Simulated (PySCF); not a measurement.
## Dipole moment and polarisability of AlEt2(CCH)

AlEt2(CCH), C₆H₁₁Al.
Geometry (PBE0-D3(BJ)/def2-SVP, Å), atoms numbered from 1 in this order:
```
atom  x, y, z in Å
Al1    0.040    0.054   -0.033
C2     1.970    0.026    0.318
C3     2.498   -1.122    1.179
H4     2.271    1.004    0.736
H5     2.454   -0.001   -0.679
H6     3.598   -1.115    1.260
H7     2.102   -1.077    2.207
H8     2.206   -2.103    0.773
C9    -0.956    1.697   -0.427
C10   -2.339    1.540   -1.058
H11   -0.313    2.348   -1.049
H12   -1.037    2.244    0.533
H13   -2.857    2.506   -1.182
H14   -2.282    1.076   -2.056
H15   -2.993    0.893   -0.453
C16   -0.909   -1.622   -0.002
C17   -1.495   -2.695    0.004
H18   -2.014   -3.638    0.009
```

Level: CAM-B3LYP/def2-SVPD (PySCF), static field, nuclei fixed, core orbitals frozen in the response. The polarisability tensor in these axes (au):

```
x   102.84   3.62   7.81
y     3.62 107.02  -4.87
z     7.81  -4.87  78.15
```

What are the eigenvalues, a third of the trace, and Δα (Δα² = ½Σ(αi − αj)² over the three pairs)?

Principal values 74.88, 104.02 and 109.11 au; mean 96.00 au = 14.23 Å³ = 15.83 × 10⁻⁴⁰ C²·m²/J; Δα = 32.00 au (33 % of the mean).

What is the dipole moment, and where does it point?

(0.17, 0.28, -0.03) D, 0.32 D in size, pointing from the negative to the positive side. Measured along this direction, the outermost atoms are H18 at the negative end and H11 and H4 at the positive end.

Find the Langevin capture rate constant for H3O+ (19.018 u) meeting this molecule (110.068 u), k = 2.342 × 10⁻⁹ cm³/s × √(α in Å³ / reduced mass in u).

The reduced mass is 16.22 u, so k = 2.19 × 10⁻⁹ cm³/s. The formula leaves out the permanent dipole, which adds to the capture rate.

What are the principal values of the traceless quadrupole moment, Θ = ½Σq(3rr − r²1), about the centre of nuclear charge?

-6.75, 2.23, 4.52 D·Å. The values depend on the origin, since the dipole doesn't vanish. The electronic extent ⟨r²⟩ about the same centre is 1353 bohr², a root-mean-square distance of 2.51 Å for the 60 electrons.

In a dilute gas of rigid molecules at 400 K, how does the orientational term μ²/3kT compare with the electronic polarisability?

In Gaussian units μ²/3kT = 0.64 Å³ against 14.23 Å³, a ratio of 0.04; the Debye molar polarisation (4π/3)N_A(α + μ²/3kT) is 37.5 cm³/mol, leaving out the vibrational part.

Geometry: PBE0-D3(BJ)/def2-SVP, one conformer, isolated molecule.
